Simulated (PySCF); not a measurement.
Ionisation energy of Sn²⁺ by level of theory

Sn²⁺ [Kr] 4d10 5s2 (1S) → Sn³⁺ [Kr] 4d10 5s1 (2S), as a difference of total energies. Calculation: PySCF 2.14, in def2-QZVPPD with the def2 core potential (28 electrons) (8s6p5d4f1g, 88 functions); scalar relativity through the core potential. Correlated levels: valence: 4s2 4p6 4d10 frozen. The calculations carry no spin-orbit coupling.

```json
{"method": "UHF", "ionisation energy (eV)": "28.535", "error (eV)": "-1.971"}
{"method": "MP2 (valence)", "ionisation energy (eV)": "29.245", "error (eV)": "-1.261"}
{"method": "SCS-MP2 (valence)", "ionisation energy (eV)": "29.387", "error (eV)": "-1.119"}
{"method": "CCSD (valence)", "ionisation energy (eV)": "29.485", "error (eV)": "-1.021"}
```

Reference: 30.506 eV (measured; NIST Atomic Spectra Database, ionization energies).

Errors of the correlated levels include the incompleteness of this basis and the frozen core.

With two correlated electrons CCSD is exact in that space.
